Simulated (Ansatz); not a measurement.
Basis-set extrapolation for AlBH8OSi2 (PBE0-D4/def2-TZVP geometry, frozen core, the Gaussian-basis code of Ansatz). Multiplicity 1, RHF reference.

```tsv
	def2-TZVPP	def2-QZVPP
HF	-924.041851	-924.071827
MP2 correlation	-0.693318	-0.743808
CCSD(T) correlation	-0.787107	not run
```

Energies in hartree. Use E(X) = E(∞) + A·exp(−7.88·√X) for Hartree–Fock and E(X) = E(∞) + B·X^(−2.97) for correlation, with X = 3 and 4, and add CCSD(T) minus MP2 of the smaller set to the MP2 limit.

Task: What is the CCSD(T) energy at the basis-set limit?

Result: HF limit: -924.071827 + (-0.029976) × 0.13774 = -924.07596. MP2 limit: -0.743808 + (-0.050490) × 0.74074 = -0.78121. Higher-order term: -0.787107 − (-0.693318) = -0.09379. Total: -924.95096 hartree, 320.3 kJ/mol below CCSD(T)/def2-TZVPP.
